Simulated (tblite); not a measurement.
Run record: tight-binding relaxation, `BC1=CC(=O)C=CC=C1`.

Computed with GFN2-xTB geometry optimisation, gas phase (tblite 0.8.0). Start geometry: from a force field or distance geometry. The command runs a driver script over a list of jobs; the input below is this job's line of settings and its coordinates in Å.

Command:
```bash
OMP_NUM_THREADS=1 python probes_run.py task.json out
```

Input:
```
{"job": {"kind": "relax", "xc": "GFN2-xTB", "basis": "xTB"}, "charge": 0, "multiplicity": 1}
B      2.659900     0.063600     0.019600
C      1.097600     0.054600    -0.280200
C      0.534500    -1.188100    -0.546100
C     -0.793900    -1.576100    -0.323200
C     -1.794300    -0.857600     0.342000
C     -1.856600     0.533600     0.471300
C     -0.922300     1.458000     0.003800
O     -1.343600     2.638500    -0.240300
C      0.443000     1.256600    -0.225200
H      3.109100     1.155000     0.194200
H      3.018500    -0.721400     0.848000
H      1.191000    -1.912300    -1.000800
H     -1.082000    -2.565500    -0.664500
H     -2.595700    -1.427900     0.768600
H     -2.705200     0.958900     0.998700
H      1.032500     2.139100    -0.377300
```

Output:
```
step      E/eV     max force
  0    -645.87762    4.800
  1    -646.28577    3.122
  2    -646.43630    1.314
  3    -646.50789    0.855
  4    -646.56948    0.640
  5    -646.60229    0.506
  6    -646.61892    0.343
  7    -646.62644    0.215
  8    -646.63258    0.186
  9    -646.63810    0.235
... (78 lines left out)
 88    -646.77396    0.017
 89    -646.77400    0.026
 90    -646.77406    0.017
 91    -646.77411    0.017
 92    -646.77419    0.016
 93    -646.77422    0.013
 94    -646.77424    0.016
 95    -646.77428    0.017
 96    -646.77429    0.014
 97    -646.77431    0.009
```

«max force» is the largest atomic force in eV/Å.

From which step on does the largest force stay under 0.1 eV/Å, and how much energy is left to gain from there?

From step 50 (0.099 eV/Å), 15.8 meV above the end.

In short: energy lowered by 20.7 kcal/mol over 97 steps; largest atomic force 0.009 eV/Å at the end.

Where do the atoms end?

0.569 Å rms from the input after alignment:
```
atom  x, y, z in Å
B1     2.6947    0.1538   -0.1921
C2     1.1414    0.0620   -0.0636
C3     0.5495   -1.2447   -0.1360
C4    -0.7494   -1.6211   -0.0375
C5    -1.9049   -0.8096    0.1235
C6    -2.0027    0.5353    0.1873
C7    -0.9722    1.5654    0.1268
O8    -1.3014    2.7473    0.1528
C9     0.4516    1.2343    0.0697
H10    3.2532    1.1291    0.1207
H11    3.3005   -0.7532   -0.6107
H12    1.2650   -2.0469   -0.2688
H13   -0.9512   -2.6843   -0.0936
H14   -2.8344   -1.3643    0.1883
H15   -2.9921    0.9646    0.2980
H16    1.0449    2.1411    0.1236
```

Estimate the wall time. Hardware: an Arm Neoverse N1 with one thread, shared host.

About 1.1 s.
Labels such as C1 count atoms from 1, the log's own numbers from 0.
